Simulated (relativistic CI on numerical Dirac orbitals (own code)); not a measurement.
**Fe²⁺ in a cubic cluster: 2p photoemission with charge transfer**

Computed with a charge-transfer multiplet model of a cubic metal-ligand cluster with up to 2 ligand holes, Slater and spin-orbit integrals from Dirac-Coulomb-Breit ions, Slater integrals scaled by 0.9. The ground state mixes d6 with configurations of k ligand holes L, whose averages lie at kΔ + k(k − 1)U_dd/2; a core hole lowers each added d electron by U_cd. 300 K, Lorentzian 0.6 eV and Gaussian 0.8 eV FWHM.

Atomic integrals in eV (Slater integrals scaled, ζ unscaled), ground: F2dd 9.813, F4dd 6.093, zeta_d 0.049; with the core hole: F2dd 11.484, F4dd 7.183, zeta_d 0.075, zeta_core 8.130, F2cd 6.732, G1cd 5.078, G3cd 2.886.

Cluster parameters (eV): U_dd = 5.8, U_cd = 7.2, 10Dq = 0.85, 10Dq(ligand) = 0.2, V(eg) = 2.15, V(t2g) = -0.98, final-state hopping factor = 0.9.

Weights, n_d and S are thermal averages at 300 K. Binding energies count from the first peak over 30 % of the highest in each spectrum, which can be another peak from case to case. The parameters are a model scan and need not match a compound or its usual spin state. Peaks in eV (height, largest 100): 0.0 (100), 6.3 (35), 10.7 (10), 14.2 (55), 19.6 (18).

(1) Which parameters give this spectrum?
A. Δ = 2.9 eV
B. Δ = 8.9 eV
C. Δ = 5.9 eV

Answers

(1) C. Δ = 5.9 eV; the ground state then has 6.14 d electrons and S = 2.00. The choice follows from running the model for each set and comparing peak positions and heights.
